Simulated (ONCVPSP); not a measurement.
## Logarithmic derivatives: fluorine, ONCV

| Item | Value |
| --- | --- |
| Element | fluorine |
| Generator | ONCVPSP 4.0.1 |
| Type | optimised norm-conserving Vanderbilt (ONCV) |
| Functional | PBEsol |
| Relativity | scalar-relativistic |
| Frozen core | [He] |
| Valence charge | 7 |
| Reference configuration | 2s2 2p5 |
| Partial waves | 2s: rc 0.75 bohr, ncon 3, nbas 6, qcut 8.3 1/bohr, local; 2p: rc 1.15 bohr, ncon 5, nbas 9, qcut 10.6 1/bohr, 1 projector |
| Local potential | the s channel |
| Core correction | Teter function, fcfact 4.25, rcfact 1.75 |

The phase is arctan(r·R′/R) of the radial function R(r), unwrapped; energies in Ha, scanned from -3 to 5 Ha. A pole is an energy at which the radial function vanishes at the test radius. The pseudo phase is shifted by a multiple of π to meet the all-electron one at the reference energy, and phase errors are pseudo minus all-electron; the curves can meet again beyond the range given. Levels narrower than the energy grid can be missing from the lists of poles.

| channel | radius (bohr) | reference energy (Ha) | poles, all-electron | poles, pseudo | unbroken range about the reference energy with phases within 0.05 rad | phase error 1 Ha above the reference energy (rad) |
| --- | --- | --- | --- | --- | --- | --- |
| s | 0.76 | -1.09 | none | none | the whole range | -0.001 |
| p | 1.16 | -0.41 | 1.16 | 1.18 | below 3.6 | +0.002 |

Phases in the s channel:

```json
{"E (Ha)": "-2.98", "all-electron": "-0.185", "pseudo": "-0.193"}
{"E (Ha)": "-2.54", "all-electron": "-0.342", "pseudo": "-0.346"}
{"E (Ha)": "-2.10", "all-electron": "-0.491", "pseudo": "-0.493"}
{"E (Ha)": "-1.66", "all-electron": "-0.626", "pseudo": "-0.627"}
{"E (Ha)": "-1.22", "all-electron": "-0.747", "pseudo": "-0.747"}
{"E (Ha)": "-0.78", "all-electron": "-0.852", "pseudo": "-0.852"}
{"E (Ha)": "-0.34", "all-electron": "-0.942", "pseudo": "-0.942"}
{"E (Ha)": "0.10", "all-electron": "-1.019", "pseudo": "-1.021"}
{"E (Ha)": "0.54", "all-electron": "-1.086", "pseudo": "-1.089"}
{"E (Ha)": "0.98", "all-electron": "-1.144", "pseudo": "-1.148"}
{"E (Ha)": "1.42", "all-electron": "-1.194", "pseudo": "-1.200"}
{"E (Ha)": "1.86", "all-electron": "-1.238", "pseudo": "-1.245"}
{"E (Ha)": "2.30", "all-electron": "-1.277", "pseudo": "-1.286"}
{"E (Ha)": "2.74", "all-electron": "-1.311", "pseudo": "-1.322"}
{"E (Ha)": "3.18", "all-electron": "-1.342", "pseudo": "-1.355"}
{"E (Ha)": "3.62", "all-electron": "-1.370", "pseudo": "-1.384"}
{"E (Ha)": "4.06", "all-electron": "-1.395", "pseudo": "-1.412"}
{"E (Ha)": "4.50", "all-electron": "-1.418", "pseudo": "-1.437"}
{"E (Ha)": "4.94", "all-electron": "-1.439", "pseudo": "-1.461"}
```
